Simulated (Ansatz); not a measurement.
`C[N](C)[Ga]([Br])[Br]`. Total charge 0; spin multiplicity 1. Geometry: relaxed with PBE0-D4/def2-TZVP. It is one conformer, not always the lowest.

```xyz
12

C     1.094    0.683   -0.656
N     0.001    0.009    0.001
C    -0.849    0.882    0.772
Ga   -0.277   -1.764   -0.131
Br   -2.030   -2.733    0.944
Br    1.123   -3.055   -1.374
H     1.746    1.183    0.073
H     0.726    1.449   -1.352
H     1.703   -0.023   -1.224
H    -1.656    0.321    1.246
H    -1.301    1.657    0.139
H    -0.281    1.390    1.563
```

What is the dipole moment at B3LYP/def2-TZVPP? (Best estimate.)

Computed: 2.47 D, with components (0.38, 2.43, 0.18) D in this frame, pointing from negative to positive charge.

And with PBE, r2SCAN, ωB97M-V? (An estimate is asked.)

Computed: PBE 2.50 D, r2SCAN 2.57 D, ωB97M-V 2.39 D.

Give the Mulliken charges with B3LYP, ωB97M-V, PBE in def2-TZVPP. (An estimate is asked.)

The calculation gave: 
```csv
atom,B3LYP,ωB97M-V,PBE
C1,-0.17,-0.22,-0.17
N2,-0.19,-0.23,-0.11
C3,-0.17,-0.22,-0.17
Ga4,0.47,0.45,0.40
Br5,-0.25,-0.23,-0.24
Br6,-0.25,-0.23,-0.24
H7,0.09,0.11,0.09
H8,0.09,0.11,0.09
H9,0.10,0.11,0.09
H10,0.10,0.11,0.09
H11,0.09,0.11,0.09
H12,0.09,0.11,0.09
```

B3LYP here is the variant with VWN-RPA as its local correlation; programs differ in this.
